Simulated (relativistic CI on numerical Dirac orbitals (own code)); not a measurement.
Method of calculation: Dirac-Coulomb-Breit CI, KLI orbitals optimised for each configuration, model QED (radiative potential, 1s self-energy scaled to tabulated hydrogen-like ionisation energies), unscaled Slater integrals (own radial code, finite nucleus).

The strongest absorption lines from the ground level of an ion, among the configurations computed and to levels below about 931 eV (vacuum wavelength in Å, gf): 20.512 (0.6), 21.109 (1.2), 21.110 (0.072), 21.251 (0.03), 23.743 (0.13), 24.571 (0.23), 78.822 (1.9), 99.555 (0.082).

Q: Which ion is it?
A. Kr XIX
B. Zr XXV
C. Zr XXIII
D. Ru XXVII

A: C. Zr XXIII has 18 electrons and the ground level 3s2.3p6 1S_0; the strongest line goes to 3s2.3p5.3d 1P°_1. The pattern of lines fixes the number of electrons, and along that sequence the line energies rise steadily with the charge (about as its square where n changes within one kind of shell, about linearly where n is kept but much faster in heavy ions where fine structure, which grows about as Z⁴, sets the gap, and irregularly where shells cross), which fixes Z. Configurations outside the model, such as inner-shell arrays, can give stronger lines. At this charge energies of transitions that change n are usually good to better than 1 %, and those within a shell (Δn = 0) to a few per cent.

LS names give the leading component of a level, which can be under half, so a name can repeat, a term be missing and a line seem to break the LS rules.
